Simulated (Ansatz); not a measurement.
One change: `N[SiH2]C(O)(F)F` becomes `OC(F)F`.

Ansatz, PBE0-D4/def2-TZVP geometries, multiplicity 1. Each molecule was computed in one conformer, which needn't be the lowest.

```
                             property  `N[SiH2]C(O)(F)F`
  LUMO energy (B3LYP/def2-TZVPP) / eV              -0.01
  HOMO–LUMO gap (PBE/def2-TZVPP) / eV               5.72
HOMO energy (ωB97M-V/def2-TZVPP) / eV             -10.11
   HOMO energy (PBE0/def2-TZVPP) / eV              -7.75
    LUMO energy (PBE/def2-TZVPP) / eV              -0.56
HOMO–LUMO gap (B3LYP/def2-TZVPP) / eV               7.53
```

Task: What does the change do to each property? (Estimate.)

Result: Computed: 
```
                             property  `OC(F)F`  shift
  LUMO energy (B3LYP/def2-TZVPP) / eV      0.68   0.69
  HOMO–LUMO gap (PBE/def2-TZVPP) / eV      8.33   2.61
HOMO energy (ωB97M-V/def2-TZVPP) / eV    -12.57  -2.46
   HOMO energy (PBE0/def2-TZVPP) / eV    -10.06  -2.31
    LUMO energy (PBE/def2-TZVPP) / eV      0.20   0.76
HOMO–LUMO gap (B3LYP/def2-TZVPP) / eV     10.45   2.92
```

With PBE0 the HOMO falls by 2.31 eV and the LUMO rises by 0.83 eV, so the gap widens by about 3.14 eV. PBE moves the HOMO by -1.84 eV and ωB97M-V by -2.46 eV.

B3LYP here is the variant with VWN-RPA as its local correlation; programs differ in this.
